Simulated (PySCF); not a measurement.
A structure optimised at B3LYP-D3(BJ)/def2-SVP, used in a PySCF frequency run:

```xyz
11

O     -3.3469    -0.0692     1.4797
Si    -2.7957    -0.6938     0.0399
C     -0.9542    -0.6080    -0.0540
C      0.2673    -0.5276    -0.1080
Si     2.0913    -0.4208    -0.1891
Cl     2.6541     1.5483    -0.5382
H     -3.0820     0.8305     1.7056
H     -3.3243     0.0454    -1.1402
H     -3.2198    -2.1121     0.0117
H      2.6753    -0.8537     1.1039
H      2.5882    -1.2604    -1.3065
```

**Question.** Write its SMILES and formula.

**Answer.** O[SiH2]C#C[SiH2]Cl, C₂H₅ClOSi₂

**Question.** What are its rotational constants (standard atomic weights)?

**Answer.** 4.9462, 0.54681, 0.51900 GHz
